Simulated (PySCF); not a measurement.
Computed magnetic data of one metal complex (SC-NEVPT2 in the d shell, PySCF, with spin-orbit coupling):

```csv
T / K,χT / cm³ K mol⁻¹,μeff / μB
2,0.927,2.72
5,0.948,2.75
10,0.951,2.76
20,0.953,2.76
30,0.954,2.76
50,0.956,2.76
75,0.958,2.77
100,0.960,2.77
150,0.964,2.78
200,0.968,2.78
250,0.972,2.79
300,0.976,2.79
```

Powder magnetisation at 2 K: 0.41 μB at 0.5 T, 0.78 μB at 1 T, 1.32 μB at 2 T, 1.63 μB at 3 T, 1.86 μB at 5 T, 1.93 μB at 7 T.

Question: Which of these complexes, all computed at model or optimised geometries, gave the data?
A. [MoBr6]2- (d2, octahedral)
B. [Ni(NH3)6]2+ (d8, octahedral)
C. [Ti(NH3)5]2+ (d2, trigonal bipyramidal)
D. Cr(OH)4 (d2, tetrahedral)

Answer: D. Cr(OH)4 (d2, tetrahedral) has NEVPT2: 2S+1 = 3, 2.79 μB at 300 K, 2.76 μB at 10 K, 1.93 μB at 7 T. The others: [MoBr6]2- (d2, octahedral) has NEVPT2: 2S+1 = 3, 1.82 μB at 300 K, 0.98 μB at 10 K, 0.18 μB at 7 T; [Ni(NH3)6]2+ (d8, octahedral) has NEVPT2: 2S+1 = 3, 3.14 μB at 300 K, 3.09 μB at 10 K, 2.17 μB at 7 T; [Ti(NH3)5]2+ (d2, trigonal bipyramidal) has NEVPT2: 2S+1 = 3, 2.86 μB at 300 K, 2.73 μB at 10 K, 1.89 μB at 7 T.

The d shell alone is too small an active space for [MoBr6]2- (an active orbital has only 0.58 squared overlap with the free ion's shell): its levels, fitted parameters, g values and moments show what this model gives and aren't sound predictions.

On Cr(OH)4: An active orbital has only 0.74 squared overlap with the free ion's shell, so the metal shell alone is a small active space here.
